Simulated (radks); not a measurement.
Results of a calculation; reference values are marked as such.
Ni, configuration [Ar] 3d8 4s2. Code: a radial shooting solver on a logarithmic mesh with Libxc functionals. Model: non-relativistic Kohn-Sham, PBE, spin-polarised, spherical densities, point nucleus; open shells are filled with parallel spins first; hard spherical wall at 15 bohr. Some entries of the table are withheld. Estimate them.

orbital  occ.  eigenvalue (Ry)  r(max) (bohr)
1s down     1        -596.9595        0.03614
1s up       1        -596.9595        0.03614
2s up       1        -70.79605         0.2076
2s down     1        -70.71161         0.2075
2p up       3        -61.79525         0.1661
2p down     3        -61.73278         0.1661
3s up       1         -8.01537         0.6473
3s down     1         -7.84979         0.6478
3p up       3         -5.26981         0.6499
3p down     3         -5.10700         0.6507
3d up       5         -0.74348         0.6266
3d down     3         -0.59738         0.6309
4s up       1         -0.41760          2.248
4s down     1         -0.39339          2.303
4p up       0              (1)          3.139
4p down     0              (2)          3.254
5s down     0          0.01965            (3)
5s up       0          0.01982            (4)
4d down     0          0.09249          8.470
4d up       0          0.09478          8.463

Answer. 
(1) 4p up eigenvalue (Ry): -0.09603
(2) 4p down eigenvalue (Ry): -0.08882
(3) 5s down r(max) (bohr): 7.909
(4) 5s up r(max) (bohr): 7.800
